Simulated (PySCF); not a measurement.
A structure optimised at PBE-D3(BJ)/def2-SVP, used in a PySCF frequency run:

```xyz
9

B      0.0837     0.9472     0.0000
Br    -0.0449    -1.0113     0.0000
C     -1.2389     1.7997     0.0000
H     -1.8599     1.5518     0.8861
H     -1.0557     2.8937     0.0000
H     -1.8599     1.5518    -0.8861
N      1.3721     1.4918     0.0000
H      1.5372     2.4990     0.0000
H      2.2195     0.9238     0.0000
```
Charge 0, spin multiplicity 1.

### Question
Write its SMILES, formula and point group.

### Answer
CB(N)Br, CH5BBrN, Cs

### Question
What are its rotational constants (standard atomic weights)?

### Answer
8.1560, 2.7951, 2.1092 GHz
